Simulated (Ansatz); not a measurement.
`CC1[SiH2]B1O` and `CC1[SiH2]B1F` differ in one atom or group.

Ansatz, PBE0-D4/def2-TZVP geometries, multiplicity 1. Each molecule was computed in one conformer, which needn't be the lowest.

```tsv
property	`CC1[SiH2]B1O`
LUMO energy (PBE0/def2-TZVPP) / eV	-0.82
HOMO energy (B3LYP/def2-TZVPP) / eV	-6.19
HOMO energy (PBE0/def2-TZVPP) / eV	-6.37
HOMO–LUMO gap (PBE/def2-TZVPP) / eV	3.54
HOMO energy (PBE/def2-TZVPP) / eV	-5.30
HOMO energy (ωB97M-V/def2-TZVPP) / eV	-8.45
```

Q: What does the change do to each property? (Best estimate.)

A: The calculation gave: 
```
                             property  `CC1[SiH2]B1F`  shift
   LUMO energy (PBE0/def2-TZVPP) / eV           -1.23  -0.41
  HOMO energy (B3LYP/def2-TZVPP) / eV           -6.60  -0.41
   HOMO energy (PBE0/def2-TZVPP) / eV           -6.78  -0.41
  HOMO–LUMO gap (PBE/def2-TZVPP) / eV            3.51  -0.03
    HOMO energy (PBE/def2-TZVPP) / eV           -5.68  -0.38
HOMO energy (ωB97M-V/def2-TZVPP) / eV           -8.87  -0.42
```

B3LYP here is the variant with VWN-RPA as its local correlation; programs differ in this.
